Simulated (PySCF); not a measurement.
F4Sn, charge +1, doublet, geometry from GFN2-xTB (such geometries of metal compounds can be far from the true shape) (a state made from the parent by changing its charge; the spin is typed, not shown lowest) (core potentials on Sn); PySCF with PBE/def2-SVP.

The PySCF input:
```python
from pyscf import gto, scf, dft

mol = gto.M(
    atom='''
F    -1.108982   -1.218880   -1.375023
Sn   -0.000000    0.000000    0.000000
F    -1.664217    1.274036    0.461962
F     0.904670    0.211364    1.934708
F     1.868529   -0.266521   -1.021647
''',
    basis='def2-svp',
    ecp={'Sn': 'def2-svp'},
    charge=1,
    spin=1,
    verbose=4,
)

mf = dft.UKS(mol)
mf.xc = 'pbe'
mf.kernel()
```

Output, abridged:

```
PySCF version 2.14.0

[INPUT] verbose = 4
[INPUT] num. atoms = 5
[INPUT] num. electrons = 57
[INPUT] charge = 1
[INPUT] spin (= nelec alpha-beta = 2S) = 1
[INPUT] symmetry False subgroup None
[INPUT] Mole.unit = angstrom
[INPUT] Symbol           X                Y                Z      unit          X                Y                Z       unit  Magmom
[INPUT]  1 F     -1.108982000000  -1.218880000000  -1.375023000000 AA   -2.095672257072  -2.303349378710  -2.598416884978 Bohr   0.0
[INPUT]  2 Sn     0.000000000000   0.000000000000   0.000000000000 AA    0.000000000000   0.000000000000   0.000000000000 Bohr   0.0
[INPUT]  3 F     -1.664217000000   1.274036000000   0.461962000000 AA   -3.144914341845   2.407579112836   0.872981659956 Bohr   0.0
[INPUT]  4 F      0.904670000000   0.211364000000   1.934708000000 AA    1.709578533110   0.399420072593   3.656068251005 Bohr   0.0
[INPUT]  5 F      1.868529000000  -0.266521000000  -1.021647000000 AA    3.531008065807  -0.503651696445  -1.930633025984 Bohr   0.0

nuclear repulsion = 270.535734957928
number of shells = 34
number of NR pGTOs = 157
number of NR cGTOs = 82
basis = def2-svp
ecp = {'Sn': 'def2-svp'}

******** <class 'pyscf.dft.uks.UKS'> ********
method = UKS
initial guess = minao
damping factor = 0
level_shift factor = 0
DIIS = <class 'pyscf.scf.diis.CDIIS'>
diis_start_cycle = 1
diis_space = 8
diis_damp = 0
SCF conv_tol = 1e-09
SCF conv_tol_grad = None
SCF max_cycles = 50
direct_scf = True
direct_scf_tol = 1e-13
number electrons alpha = 29  beta = 28
XC library pyscf.dft.libxc version 7.1.2
    S. Lehtola, C. Steigemann, M. J. T. Oliveira, and M. A. L. Marques,  SoftwareX 7, 1–5 (2018)
XC functionals = pbe
    J. P. Perdew, K. Burke, and M. Ernzerhof,  Phys. Rev. Lett. 77, 3865 (1996)
    J. P. Perdew, K. Burke, and M. Ernzerhof,  Phys. Rev. Lett. 78, 1396 (1997)
    J. P. Perdew, K. Burke, and M. Ernzerhof,  Phys. Rev. Lett. 77, 3865 (1996)
    J. P. Perdew, K. Burke, and M. Ernzerhof,  Phys. Rev. Lett. 78, 1396 (1997)
radial grids:
    Treutler-Ahlrichs [JCP 102, 346 (1995); DOI:10.1063/1.469408] (M4) radial grids

becke partition: Becke, JCP 88, 2547 (1988); DOI:10.1063/1.454033
pruning grids: <function nwchem_prune>
grids dens level: 3
symmetrized grids: False
atomic radii adjust function: <function treutler_atomic_radii_adjust>
small_rho_cutoff = 0
Set gradient conv threshold to 3.16228e-05
tot grids = 79008
init E= -590.262141266358

cycle= 1 E= -611.119157686771  delta_E= -20.9  |g|= 1.93  |ddm|=  5.1

cycle= 2 E= -607.836427069791  delta_E= 3.28  |g|= 3.24  |ddm|= 4.57
cycle= 3 E= -612.480950420074  delta_E= -4.64  |g|= 0.411  |ddm|= 2.53
cycle= 4 E= -612.521867601815  delta_E= -0.0409  |g|= 0.178  |ddm|= 0.334
cycle= 5 E= -612.441243495792  delta_E= 0.0806  |g|= 0.408  |ddm|= 0.51
cycle= 6 E= -612.50776721766  delta_E= -0.0665  |g|= 0.211  |ddm|= 0.602
cycle= 7 E= -612.492740075984  delta_E= 0.015  |g|= 0.274  |ddm|= 0.489
cycle= 8 E= -612.521332136838  delta_E= -0.0286  |g|= 0.144  |ddm|= 0.384
cycle= 9 E= -612.525515636373  delta_E= -0.00418  |g|= 0.108  |ddm|= 0.281
cycle= 10 E= -612.528162484932  delta_E= -0.00265  |g|= 0.0837  |ddm|= 0.218
cycle= 11 E= -612.53129061805  delta_E= -0.00313  |g|= 0.0329  |ddm|= 0.0666
cycle= 12 E= -612.531811806201  delta_E= -0.000521  |g|= 0.00771  |ddm|= 0.034
cycle= 13 E= -612.531835574582  delta_E= -2.38e-05  |g|= 0.00382  |ddm|= 0.00626
cycle= 14 E= -612.531840615472  delta_E= -5.04e-06  |g|= 0.00223  |ddm|= 0.00251
cycle= 15 E= -612.531843010293  delta_E= -2.39e-06  |g|= 0.000711  |ddm|= 0.00337
cycle= 16 E= -612.531843278278  delta_E= -2.68e-07  |g|= 0.000106  |ddm|= 0.000897
cycle= 17 E= -612.531843284154  delta_E= -5.88e-09  |g|= 2e-05  |ddm|= 0.000148
cycle= 18 E= -612.531843284309  delta_E= -1.55e-10  |g|= 1.12e-05  |ddm|= 3.26e-05
Extra cycle  E= -612.531843151465  delta_E= 1.33e-07  |g|= 0.000498  |ddm|= 0.000617
SCF not converged.
SCF energy = -612.531843151465 after 50 cycles  <S^2> = 0.75210051  2S+1 = 2.0020994
```

Convergence was not reached.
